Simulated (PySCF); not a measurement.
CsBr, SMILES [Br][Cs]. Geometry optimised at PBE0-D3(BJ)/def2-TZVPD. The def2 effective core potentials stand for the cores of Cs; spin–orbit coupling is left out.

Problem. Give the equilibrium geometry at PBE0-D3(BJ)/def2-TZVPD (PySCF confirms it by a frequency run) as a Z-matrix, and its point group. (The exact figures need the calculation; the answer reports its results.)

Solution. point group C∞v.
```
Cs
Br 1 3.1058
```
Charge 0, spin multiplicity 1.
